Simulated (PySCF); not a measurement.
# Dipole response of In (indium, neutral)

[Kr] 4d10 5s2 5p1, 2P determinant. Calculation: PySCF 2.14, in aug-cc-pV5Z-PP with ECP28MDF (8s8p6d4f3g2h, 139 functions); a scalar-relativistic core potential. Coupled (time-dependent) response in atomic units; α is the mean over directions.

```
method  mean α (bohr³)         α xx, yy, zz  C₆ (like pair)  S(−4)
   UHF           74.48  60.46, 102.5, 60.46           802.0   2958
   PBE           80.25  60.17, 120.4, 60.17           818.3   4814
```

S(−4) is the Cauchy moment in α(ω) = α(0) + S(−4) ω² + …

Reference α: 65 ± 4 bohr³ (recommended; Schwerdtfeger and Nagle, table of static dipole polarizabilities (2023 update)). Published C₆: 779.0 (Chu and Dalgarno (2004); Tang, Norbeck and Certain (1976)).

Spin-orbit coupling is absent.

α(iu) at PBE:

```
u (hartree)  α(iu) (bohr³)
          0          80.25
     0.0500          70.53
      0.100          54.66
      0.200          33.35
      0.300          22.27
      0.500          12.22
      0.750          7.372
       1.00          5.148
       1.50          3.091
       2.00          2.122
       3.00          1.196
       5.00         0.5278
```

A single London oscillator, α(iu) = α/(1 + u²/ω²), gives C₆ = (3/4) ω α². Matching the computed C₆ needs ω = 4 × 818.3 / (3 × 80.25²) = 0.169 hartree.

The components differ because the open shell of this determinant is not spherical; for a pure term their mean is the scalar polarisability.

Energies and moments cover only the electrons outside the core potential.
